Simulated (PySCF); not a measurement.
C₃H₇AlO.
Structure used (PBE0-D3(BJ)/def2-SVP), in Å, numbered top down from 1:
```xyz
12
C3H7AlO angstrom
C     -1.3833   -1.4040   -0.5381
C     -0.5034   -0.4058   -0.3828
C     -0.8773    0.9841    0.0303
O      0.8096   -0.6134   -0.5995
Al     2.3482    0.1312   -0.6336
H     -1.0451   -2.3959   -0.8423
H     -2.4466   -1.2392   -0.3629
H     -0.5725    1.7140   -0.7388
H     -1.9583    1.0810    0.1916
H     -0.3582    1.2670    0.9618
H      3.5453   -0.8321   -0.9912
H      2.4813    1.6788   -0.3194
```

Method: PBE0-D3(BJ)/def2-SVP geometry optimisation, gas phase (PySCF 2.14.0).

Q: Which atoms are bound to Al5, and at what distances?

A: 3 atoms: H11 1.578 Å, H12 1.585 Å, O4 1.710 Å. The nearest atom not counted as bound is C2, at 2.91 Å.

Q: List the angles at Al5.

A: 
| angle | degrees | distance of the outer atoms (Å) |
| --- | --- | --- |
| H11–Al5–H12 | 125.3 | 2.81 |
| O4–Al5–H12 | 119.8 | 2.85 |
| O4–Al5–H11 | 114.9 | 2.77 |

Q: What is the shape at Al5?

A: Planar: angles 125.3°, 119.8° and 114.9°, sum 360.0°, 0.00 Å off the plane of its three neighbours.

Q: What are the other bond lengths?

A: C1=C2 1.340 Å; C2–C3 1.497 Å; C2–O4 1.347 Å; C1–H6 1.091 Å; C1–H7 1.090 Å; C3–H8, C3–H9, C3–H10 1.101 Å.

Q: Give some angles away from the centre.

A: C1–C2–C3 124.0°, C1–C2–O4 120.5°, C3–C2–O4 115.5°, C2–O4–Al5 144.4°.

Q: What are the rotational constants (commonest isotopes, rigid rotor)?

A: A = 8610, B = 2391, C = 1894 MHz: an asymmetric top.

Point group: near Cs, missed by 0.14 Å at most; the miss may be what the optimiser left on a soft mode. Charge 0, singlet. No frequency check.

The run took 84 s of wall time on one thread, Arm Neoverse V1 (aarch64) (shared host), and the process peaked at 0.45 GiB of memory. This is the geometry optimisation.

One conformer stands for the species.
